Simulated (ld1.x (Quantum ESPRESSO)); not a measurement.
# sulfur: TM pseudisation with LDA (PZ), scalar-relativistic reference atom.

- Element: S
- Generator: ld1.x (Quantum ESPRESSO) 7.5
- Type: norm-conserving Troullier–Martins (Kleinman–Bylander form)
- Functional: LDA (PZ)
- Relativity: scalar-relativistic
- Frozen core: [Ne]
- Valence charge: 6
- Reference configuration: 3s2 3p2.5 (charge +1.5)
- Partial waves: 3p (bound): rc 1.10 bohr; 3d channel at 0.5 Ry: rc 1.45 bohr; 3s (bound): rc 1.45 bohr
- Local potential: the s channel
- Core correction: Bessel-smoothed model core inside 1.05 bohr

Poles of the logarithmic derivatives, all-electron (AE) and pseudo (PS). s: poles at 1.9 (AE) and 1.7 (PS) Ry. p: poles at 3.0 (AE) and 2.6 (PS) Ry. d: poles at 3.6 (AE) and 3.7 (PS) Ry. Test radius 1.60 bohr.

- Cutoffs needed: 90 Ry and 160 Ry (the cutoffs (Ry, on a coarse ladder) from which the occupation-weighted sum of valence levels, in a spherical-Bessel basis at the reference potential, stays within 10 and 1 mRy of its value at 400 Ry)
- Ghost test: no extra level below or beside the all-electron valence levels (p, d, s, f tested) (spherical-Bessel basis up to 400 Ry, 20 bohr box)
- Largest excitation error: +83 meV (all-electron minus pseudo) for 3s2 3p0, out of 7 test configurations
